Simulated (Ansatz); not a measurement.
Species: SnI, charge 1, singlet. SnI+ (SMILES [Sn+][I]).
B3LYP-D3(BJ)/def2-TZVP minimum from Ansatz (a first-principles code):
```xyz
2

Sn     0.0000     0.0000    -1.3461
I      0.0000     0.0000     1.2699
```
Charge +1, spin multiplicity 1.

Total energies in def2-TZVPP, 10 correlated electrons, 18 frozen orbitals. UHF or UKS for unpaired electrons; spin-orbit terms are left out. Correlated methods leave the cores frozen (noble-gas shells, and filled d and f shells in the p block). Past Kr the def2 sets carry scalar-relativistic core potentials. Spin-orbit terms, left out, reach several kcal/mol for Br and I, and more for heavier atoms. The T1 diagnostic of ISn+ ([Sn+][I], singlet) reaches 0.028 in the sets run. The spin of ISn+ ([Sn+][I], singlet) was assumed, and the state is the lowest solution found for it.

| method | program | energy (Eh) | minus CCSDT(Q) (mEh) |
|---|---|---|---|
| HF | Ansatz | -509.82424 | 224.55 |
| MP2 | Ansatz | -510.01445 | 34.35 |
| CCSD | Ansatz | -510.03603 | 12.76 |
| CCSD(T) | Ansatz | -510.04697 | 1.82 |
| CCSDT(Q) | Ansatz | -510.04879 | 0.00 |

Rough core times of Ansatz's runs on a shared machine: CCSD(T) under 20 s, CCSDT(Q) 2 min.
